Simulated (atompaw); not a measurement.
# Plane-wave convergence, PAW (atompaw) potential for zirconium (Zr)

atompaw 4.2.0.5 input, output lines left out:

```
Zr 40
GGA-PBESOL loggrid 1500 logderivrange -3 5 201
5 5 4 0 0 0
5 0 0
5 1 0
4 2 2
0 0 0
c
c
c
c
v
c
c
c
v
c
v
2
2.15 1.80 1.75 1.45
y
2.15
n
y
1.8
n
y
0.3
n
custom polynom vanderbiltortho sinc
3 0 vpsmatchnc
2.15
2.15
1.60
2.15
2.15
1.90
```

The pseudo-atom Hamiltonian at the reference potential is diagonalised in spherical Bessel functions j_l(qr) that vanish at 20 bohr, with q² up to the cutoff. All-electron valence levels (Ry): 5s -1.1391, 5p -0.8379, 4d -1.2887.

**Question.** How do the lowest levels (Ry) of each channel move with the cutoff, and are there ghosts?

**Answer.**

```csv
cutoff (Ry),s #1,s #2,p #1,p #2,p #3,d #1,d #2,f #1,f #2,Σ f·Δε (mRy)
8,-4.9799,-1.1330,-1.0035,-0.4165,-0.2228,-1.1558,-0.4192,-0.3085,-0.1732,265.7
10,-5.0184,-1.1381,-1.0517,-0.4392,-0.2357,-1.2196,-0.4320,-0.3093,-0.1738,138.1
12,-5.0306,-1.1389,-1.5018,-0.6923,-0.3402,-1.2590,-0.4408,-0.3098,-0.1743,59.3
15,-5.0339,-1.1389,-2.7881,-0.8255,-0.3670,-1.2791,-0.4465,-0.3104,-0.1748,19.1
18,-5.0350,-1.1390,-3.2187,-0.8349,-0.3687,-1.2876,-0.4501,-0.3107,-0.1751,2.0
21,-5.0353,-1.1391,-3.4297,-0.8372,-0.3690,-1.2881,-0.4507,-0.3110,-0.1753,1.1
25,-5.0356,-1.1391,-3.5617,-0.8378,-0.3691,-1.2881,-0.4509,-0.3113,-0.1755,1.0
30,-5.0362,-1.1391,-3.6086,-0.8378,-0.3691,-1.2884,-0.4509,-0.3115,-0.1757,0.6
35,-5.0370,-1.1391,-3.6274,-0.8378,-0.3691,-1.2886,-0.4509,-0.3117,-0.1759,0.2
40,-5.0379,-1.1391,-3.6342,-0.8378,-0.3691,-1.2886,-0.4513,-0.3118,-0.1759,0.0
400,-5.0406,-1.1391,-3.6608,-0.8379,-0.3691,-1.2887,-1.2828,-0.3120,-0.1762,0.0
```

Result: ghost states, extra bound levels that the all-electron valence spectrum of the same l lacks: s at -68.6 eV, p at -49.8 eV, d at -17.5 eV (a true bound ghost makes a file unfit for plane-wave use); 10 mRy is reached at 18 Ry and 1 mRy at 30 Ry.
